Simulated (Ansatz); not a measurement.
CH9N3OSi, SMILES `CO[Si](N)(N)N`. The species carries charge 0 and has multiplicity 1. Geometry: relaxed with PBE0-D4/def2-TZVP. It is one conformer, not always the lowest.

```xyz
15

C    -0.309   -1.571    1.461
O    -0.758   -0.331    0.978
Si   -0.071    0.447   -0.299
N     1.571    0.696    0.133
N    -1.168    1.738   -0.517
N     0.039   -0.349   -1.802
H    -0.857   -1.805    2.376
H     0.763   -1.556    1.688
H    -0.494   -2.371    0.735
H     1.799    1.033    1.054
H     2.222    1.047   -0.551
H    -1.733    2.039    0.259
H    -0.968    2.491   -1.153
H    -0.776   -0.463   -2.380
H     0.740   -1.046   -1.983
```

Q: What is the dipole moment at r2SCAN/def2-TZVPP? (Best estimate.)

A: Computed: 1.15 D, with components (1.02, 0.36, -0.41) D in this frame, pointing from negative to positive charge.

Q: And with PBE, B3LYP, ωB97M-V? (Best estimate.)

A: Ansatz gave: PBE 1.15 D, B3LYP 1.16 D, ωB97M-V 1.16 D.

Q: Give the Mulliken charges with r2SCAN, PBE, B3LYP in def2-TZVPP. (An estimate is asked.)

A: Ansatz gave: 
| atom | r2SCAN | PBE | B3LYP |
| --- | --- | --- | --- |
| C1 | 0.03 | -0.11 | -0.10 |
| O2 | -0.40 | -0.32 | -0.39 |
| Si3 | 0.65 | 0.46 | 0.63 |
| N4 | -0.44 | -0.38 | -0.40 |
| N5 | -0.45 | -0.39 | -0.40 |
| N6 | -0.47 | -0.40 | -0.42 |
| H7 | 0.06 | 0.10 | 0.11 |
| H8 | 0.05 | 0.08 | 0.08 |
| H9 | 0.04 | 0.08 | 0.08 |
| H10 | 0.15 | 0.14 | 0.13 |
| H11 | 0.15 | 0.14 | 0.13 |
| H12 | 0.16 | 0.15 | 0.14 |
| H13 | 0.15 | 0.14 | 0.13 |
| H14 | 0.16 | 0.16 | 0.14 |
| H15 | 0.15 | 0.15 | 0.14 |

B3LYP here is the variant with VWN-RPA as its local correlation; programs differ in this.
